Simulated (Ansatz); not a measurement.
Calculated with Ansatz (gas phase, PBE0-D4/def2-TZVP geometries, no zero-point term in ΔE). CCSD(T)/CBS is the MP2 limit (def2-TZVPP, def2-QZVPP) plus CCSD(T) − MP2 in def2-TZVPP, frozen cores. DFT in def2-TZVPP. B3LYP here is the variant with VWN-RPA as its local correlation; programs differ in this. For Ge outer-core shells are correlated without core-valence functions, which leaves a few kJ/mol of doubt a bond. Scalar relativity is left out up to krypton. One conformer a species, not always the lowest.

`C[N]([GeH3])[SiH2]F` + `CN(C)[SiH3]` → `C[N](C)[GeH3]` + `CN([SiH3])[SiH2]F`  (redistribution)

Task: Is it downhill or uphill in electronic energy at CCSD(T)/CBS, and by how much? (Estimate.)

Result: Ansatz gave: Nearly level: ΔE = +2.2 kJ/mol.

Task: What do these levels give: B3LYP-D4, ωB97X-V, PBE, PBE0, HF/def2-TZVPP, MP2/def2-TZVPP, SCS-MP2/def2-TZVPP, HF/def2-QZVPP, MP2/def2-QZVPP, HF/CBS(def2), MP2/CBS(def2), CCSD/CBS(def2)? (An estimate is asked.)

Result: The calculation gave: B3LYP-D4 4.0, ωB97X-V 3.7, PBE 3.5, PBE0 4.0, HF/def2-TZVPP 4.8, MP2/def2-TZVPP 3.1, SCS-MP2/def2-TZVPP 3.5, HF/def2-QZVPP 4.8, MP2/def2-QZVPP 2.6, HF/CBS(def2) 4.8, MP2/CBS(def2) 2.1, CCSD/CBS(def2) 2.6 kJ/mol.

Largest T1 diagnostic among the species: 0.012.
